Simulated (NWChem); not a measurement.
Molecule: Si3H7, doublet; SMILES [SiH3][SiH][SiH3]

Results from NWChem. Spin-unrestricted. In the optimisation the excess spin sits in a' (Cs, its own frame). The geometry was optimised at PBE0/def2-SVP, spin-unrestricted. No stability test was run on the SCF state. Level r2SCAN/def2-SVP: energy and gradient on several grids; changes count from the extra-fine grid, which is no exact limit either.

| grid | size of the energy change (μHa) | largest change of a gradient component (μHa/bohr) | time, medium = 1 (rough) |
|---|---|---|---|
| xcoarse | 2000 | 3000 | about 1 |
| coarse | 40 | 400 | about 1 |
| medium | < 10 | 90 | about 1 |
| fine | < 10 | < 30 | about 1 |
| xfine | < 10 | < 30 | 3 |
